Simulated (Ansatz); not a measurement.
Program: Ansatz. Geometries: PBE0-D4/def2-TZVP. ΔE: electronic, gas phase. CCSD(T)/CBS adds triple-zeta CCSD(T) − MP2 to the extrapolated MP2 energy (def2 sets, frozen cores). Functionals use def2-TZVPP.

Consider the isomerisation: `BC(=O)OC` → `B1COCO1`.

CCSD(T)/CBS gives -1.44 eV.

(1) Another level gave -1.40 eV. Which?
A. r2SCAN-D4/def2-TZVPP
B. CCSD/def2-TZVPP
C. HF/def2-TZVPP
D. CAM-B3LYP/def2-TZVPP

(2) What do rigid-rotor, harmonic-oscillator terms from PBE0-D4/def2-TZVP frequencies (298.15 K, 1 bar) make of the CCSD(T)/CBS value? (Best estimate.)

Largest T1 diagnostic among the species: 0.018.

Results:

(1) D. CAM-B3LYP -1.40, CCSD/def2-TZVPP -1.45, r2SCAN-D4 -1.33, HF/def2-TZVPP -1.28 eV.

(2) Computed: ΔZPE = +0.15 eV, ΔH = -1.35 eV, ΔS = -33 J/(mol·K), ΔG = -1.24 eV.

From r2SCAN to r2SCAN0 (25 % exact exchange), in def2-TZVPP and without D4, ΔE moves by −0.15 eV. At CCSD(T), def2-SVP lies +0.06 eV from the extrapolated value and def2-TZVPP +0.03 eV. Leaving LDA and LC-ωPBE aside and taking each functional with its dispersion term where it has one, the values, not all of them listed here, spread over 0.44 eV, from PBE-QIDH to BLYP-D4. LDA lies −0.35 eV from PBE without D4.
